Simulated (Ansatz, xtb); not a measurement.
## Relative energy of two isomers of C3H6GeO

Structure a is `O=C/C=[CH]\[GeH3]`, a singlet and structure b is `O=C/C=[CH]/[GeH3]`, a singlet. Both are isolated molecules in the gas phase, relaxed with PBE0-D3(BJ)/def2-SVP, each in the lowest conformer that the search found.

a (Å):

```yaml
atoms:
  - { symbol: C, position_ang: [0.0313, 0.8565, 0.8038] }
  - { symbol: C, position_ang: [1.3203, 0.4256, 0.2308] }
  - { symbol: C, position_ang: [1.7534, -0.8416, 0.3470] }
  - { symbol: Ge, position_ang: [0.7905, -2.2834, 1.2603] }
  - { symbol: O, position_ang: [-0.7126, 0.1160, 1.4067] }
  - { symbol: H, position_ang: [-0.2405, 1.9298, 0.6540] }
  - { symbol: H, position_ang: [1.9088, 1.1869, -0.2943] }
  - { symbol: H, position_ang: [2.7210, -1.0922, -0.1034] }
  - { symbol: H, position_ang: [1.6988, -3.5270, 1.1157] }
  - { symbol: H, position_ang: [-0.5522, -2.5763, 0.5783] }
  - { symbol: H, position_ang: [0.6136, -1.9779, 2.7533] }
```

b (Å):

```yaml
atoms:
  - { symbol: C, position_ang: [1.1065, 1.6565, -0.2113] }
  - { symbol: C, position_ang: [1.0804, 0.2319, -0.5956] }
  - { symbol: C, position_ang: [0.3359, -0.6614, 0.0744] }
  - { symbol: Ge, position_ang: [0.2414, -2.5529, -0.3599] }
  - { symbol: O, position_ang: [1.7561, 2.4994, -0.7754] }
  - { symbol: H, position_ang: [0.4589, 1.9080, 0.6706] }
  - { symbol: H, position_ang: [1.7041, -0.0404, -1.4550] }
  - { symbol: H, position_ang: [-0.2571, -0.2920, 0.9236] }
  - { symbol: H, position_ang: [1.1483, -2.8212, -1.5707] }
  - { symbol: H, position_ang: [-1.2134, -2.9324, -0.6878] }
  - { symbol: H, position_ang: [0.7069, -3.3814, 0.8504] }
```

Quicker runs give these differences E(b) − E(a): GFN2-xTB +7.96 kcal/mol; HF/STO-3G −0.69 kcal/mol (at GFN2-xTB geometries); r2SCAN-D4/def2-SVP +0.64 kcal/mol (at GFN2-xTB geometries).

Estimate which is lower in electronic energy at CCSD(T)/def2-SVP + ΔMP2/def2-TZVPP, and by roughly how much.

Too close to call at this level: CCSD(T)/def2-SVP + ΔMP2/def2-TZVPP gives E(b) − E(a) = −0.88 kcal/mol.

How the difference moves with the method:

| level | geometry | E(b) − E(a) (kcal/mol) | departure from the last row (kcal/mol) | job, with rough time for the two |
| --- | --- | --- | --- | --- |
| GFN2-xTB | GFN2-xTB | +7.96 | +8.84 | optimisation, 0.28 s |
| HF/STO-3G | GFN2-xTB | −0.69 | +0.19 | single point, 0.94 s |
| r2SCAN-D4/def2-SVP | GFN2-xTB | +0.64 | +1.52 | single point, 5.1 s |
| PBE0-D3(BJ)/def2-SVP | PBE0-D3(BJ)/def2-SVP | +0.49 | +1.37 | optimisation, 2.1 min |
| HF/def2-SVP | PBE0-D3(BJ)/def2-SVP | −1.19 | −0.31 | part of the CCSD(T) run |
| MP2/def2-SVP | PBE0-D3(BJ)/def2-SVP | +0.14 | +1.02 | part of the CCSD(T) run |
| CCSD(T)/def2-SVP | PBE0-D3(BJ)/def2-SVP | +0.28 | +1.16 | single point |
| CCSD(T)/def2-SVP + ΔMP2/def2-TZVPP | PBE0-D3(BJ)/def2-SVP | −0.88 |  | single point, 64 s |

As drawn, both hold the same kinds of bond in the same numbers.

The largest departure from CCSD(T)/def2-SVP + ΔMP2/def2-TZVPP is that of GFN2-xTB, 8.84 kcal/mol. The last row adds to CCSD(T) the change of the MP2 difference between the two basis sets, here −1.16 kcal/mol.

With thermal terms from frequencies at re-optimised GFN2-xTB minima (ideal gas, soft modes damped towards free rotors, one conformer each, 298.15 K, 1 atm): the zero-point term adds −0.69 kcal/mol; ΔH is −1.07 and ΔG −2.50 kcal/mol.

The correlated steps freeze 13 core orbitals; the filled d shell of Ge is correlated, in a basis made for valence electrons. Run with Ansatz 0.2.0, xtb 6.7.1; the last row on 2 threads of Intel(R) Xeon(R) Platinum 8259CL CPU @ 2.50GHz (Skylake/Cascade Lake) on a shared host.
